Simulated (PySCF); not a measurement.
Al(F)(OMe)(SH) (CH4AlFOS), SMILES [SH][Al]([F])[O]C. Heavy atoms are numbered as in [Al:1]([F:2])([O:3][CH3:4])[SH:8]. Hydrogens are named by the atom that carries them.

Coordinates come from a PBE-D3(BJ)/def2-SVP optimisation. The structure was generated by enumeration; whether it is a known compound was not checked. One conformer was computed; it need not be the lowest.

Level of theory: PBE/pcSseg-1 (PySCF).

GIAO shieldings, no solvent; atoms alike by connectivity are averaged. δ = σ(ref) − σ: ¹⁹F against CFCl3 (σ = 133.6 ppm); ¹⁷O against H2O (σ = 334.3 ppm); ¹³C against TMS (σ = 182.0 ppm); ¹H against TMS (σ = 31.49 ppm); ³³S against H2S (σ = 706.5 ppm), references at their B3LYP-D3(BJ)/def2-TZVP geometries, non-relativistic.

```csv
nucleus,atoms,count,δ (ppm)
¹⁹F,F2,1,-182.0
¹⁷O,O3,1,38.1
¹³C,C4 (CH3),1,61.3
¹H,H on C4,3,4.62
¹H,H on S8,1,0.37
³³S,S8 (SH),1,-73.7
```
